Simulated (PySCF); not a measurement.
Ionisation energy of Zn²⁶⁺ by level of theory

Zn²⁶⁺ [He] 2s2 (1S) → Zn²⁷⁺ [He] 2s1 (2S), as a difference of total energies. Calculation: PySCF 2.14, in an uncontracted even-tempered set (17 s from 7.6 bohr⁻², ratio 2.2; 8 p from 12 bohr⁻², ratio 2.4; 6 d from 35 bohr⁻², ratio 2.4; 5 f from 53 bohr⁻², ratio 2.4; 4 g from 79 bohr⁻², ratio 2.4); the non-relativistic Hamiltonian (point nucleus). Correlated levels: nothing frozen; virtual orbitals above 40 to 60 times the deepest correlated orbital energy dropped. The calculations carry no spin-orbit coupling.

```json
{"method": "UHF", "ionisation energy (eV)": "2626.1"}
{"method": "LDA", "ionisation energy (eV)": "2625.2"}
{"method": "PBE", "ionisation energy (eV)": "2629.7"}
{"method": "PBE0", "ionisation energy (eV)": "2629.2"}
{"method": "r2SCAN", "ionisation energy (eV)": "2625.8"}
{"method": "TPSSh", "ionisation energy (eV)": "2629.2"}
{"method": "r2SCANh", "ionisation energy (eV)": "2626.0"}
{"method": "MP2 (all electrons)", "ionisation energy (eV)": "2631.6"}
{"method": "SCS-MP2 (all electrons)", "ionisation energy (eV)": "2632.7"}
```

Q: How much does correlation contribute at MP2 (all electrons)?

A: 2631.6 − (2626.1) = 5.5 eV, measured against UHF.

These non-relativistic numbers lack the scalar-relativistic shift.

For comparison: 2669.9 ± 2.5 eV (semi-empirical (NIST evaluation); NIST Atomic Spectra Database, ionization energies).
